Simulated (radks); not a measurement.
Problem. The mean radii <r> (bohr) of the occupied orbitals of an atom or ion are listed with their occupations. Method: Dirac Kohn-Sham, LDA (Slater exchange, Perdew-Wang correlation), spin-unpolarised, spherical densities, point nucleus; computed with a radial shooting solver on a logarithmic mesh with Libxc functionals.

orbital  occ.      <r>
1s1/2       2  0.01900
2s1/2       2  0.07981
2p1/2       2  0.06614
2p3/2       4  0.07387
3s1/2       2   0.2083
3p1/2       2   0.1982
3p3/2       4   0.2126
3d3/2       4   0.1864
3d5/2       6   0.1908
4s1/2       2   0.4684
4p1/2       2   0.4747
4p3/2       4   0.5079
4d3/2       4   0.5287
4d5/2       6   0.5403
5s1/2       1    1.123
5p1/2       2    1.240
5p3/2       4    1.339
4f5/2       6   0.6608
4f7/2       8   0.6722
5d3/2       2    1.876
6d3/2       1    5.137

Name the element and its charge. Open shells, if any, fill j = l - 1/2 first.

Solution. Z = 72, hafnium, charge +2: Hf2+ in [Kr] 4d10 4f14 5s1 5p6 5d2 6d1. The 1s radius gives Z: for a bare nucleus <r> = (2 gamma + 1)/(2Z) with gamma = sqrt(1 - (Z/c)^2), 0.01876 bohr for Z = 72, and screening makes it slightly larger (0.01900 here). The occupations add up to 70, and the charge is Z minus that.
